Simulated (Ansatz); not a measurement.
Compare A (`[F][AlH][CH2][SiH3]`) with its isomer B (`C[SiH2][AlH][F]`).

Computed with Ansatz on PBE0-D4/def2-TZVP structures; ΔE is electronic, products minus reactants. CBS: MP2 limit from def2 TZ/QZ plus the TZ coupled-cluster correction, frozen cores. DFT in def2-TZVPP. Each species was taken in one conformer, which may not be the lowest.

A:

Z-matrix (Å, degrees):
```
C
Al 1 1.935
Si 1 1.868 2 114.6
H 1 1.096 2 109.3 3 -121.5
H 1 1.096 2 108.6 3 120.7
F 2 1.652 1 118.0 3 89.3
H 2 1.577 1 125.3 3 -90.4
H 3 1.488 1 112.3 2 176.6
H 3 1.490 1 110.1 2 56.3
H 3 1.488 1 110.3 2 -62.4
```

B:

```xyz
10

C    -1.371    0.692   -0.562
Si   -0.332   -0.328    0.631
Al    2.027   -0.468   -0.027
F     3.025   -1.388    0.920
H    -2.411    0.733   -0.229
H    -1.353    0.259   -1.565
H    -0.997    1.715   -0.632
H    -0.892   -1.708    0.732
H    -0.419    0.263    2.000
H     2.724    0.230   -1.269
```

Question: Which isomer does CCSD(T)/CBS put lower? Give the gap. (An estimate is asked.)

Answer: Computed: A, by 17.4 kJ/mol.

Question: Give E(B) − E(A) in kJ/mol with BLYP-D4, B2PLYP, CCSD(T)/def2-SVP, MP2/def2-TZVPP, CCSD/def2-TZVPP, CCSD(T)/def2-TZVPP, r2SCAN-D4. (Estimate.)

Answer: The calculation gave: BLYP-D4 12.4, B2PLYP 17.3, CCSD(T)/def2-SVP 17.1, MP2/def2-TZVPP 25.0, CCSD/def2-TZVPP 17.1, CCSD(T)/def2-TZVPP 17.2, r2SCAN-D4 15.1. None reverses the order clearly.

Question: Does the order hold for the free energy at 298.15 K (harmonic terms from PBE0-D4)? (Estimate.)

Answer: The calculation gave: Yes: G(B) − G(A) = +22.3 kJ/mol, for one conformer each. Modes under 60 cm⁻¹, often nearly free rotors, make the harmonic entropy too high.

Largest T1 diagnostic: 0.012.

From PBE to PBE0 (25 % exact exchange), in def2-TZVPP and without D4, E(B) − E(A) moves by +3.7 kJ/mol. Leaving LDA and LC-ωPBE aside and taking each functional with its dispersion term where it has one, the values, not all of them listed here, spread over 18.1 kJ/mol, from PBE-D4 to ωB97M-V. LDA lies +4.9 kJ/mol from PBE without D4.
